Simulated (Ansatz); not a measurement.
**Ligand exchange: GeH2(CH3)2 + SnCl4 → GeH2(CH3)Cl + Sn(CH3)Cl3**

Species: GeH2(CH3)2, singlet; SnCl4 `[Cl][Sn]([Cl])([Cl])[Cl]`, singlet; GeH2(CH3)Cl, singlet; Sn(CH3)Cl3 (methyltin trichloride), singlet. The partners trade CH3 for Cl: Ge–CH3 and Sn–Cl bonds give way to Ge–Cl and Sn–CH3.

Shapes, held fixed at every level: PBE0-D4/def2-TZVP. Programs: Ansatz 0.2.0. Electronic energies: no zero-point or thermal term.

```tsv
level	kind	ΔE (kJ/mol)	less CCSD(T)/def2-TZVPP	CPU time (sum over the molecules)
PBE-D4/def2-TZVPP	GGA	-22.1	+2.1	32 s
r2SCAN-D4/def2-TZVPP	meta-GGA	-22.8	+1.4	65 s
B3LYP-D4/def2-TZVPP	global hybrid	-23.1	+1.1	77 s
BHLYP-D4/def2-TZVPP	global hybrid	-24.0	+0.2	56 s
B2PLYP/def2-TZVPP	double hybrid	-24.5	-0.3	86 s
MP2/def2-TZVPP	perturbation theory	-26.0	-1.8	–
CCSD(T)/def2-TZVPP	coupled cluster or CI	-24.2	0.0	13 min
```

The highest level, CCSD(T)/def2-TZVPP, gives ΔE = -24.2 kJ/mol; the levels span -26.0 to -22.1. The column of differences is taken from that level and isn't an error. No measured value is set beside it here. For atoms past krypton def2 sets carry core potentials with scalar relativity. Relativity is left out for Ge unless named. Correlated rows may include outer-core shells of Ge, Sn, which these sets cover unevenly. Times are processor times on shared x86 and Arm servers, and rough.
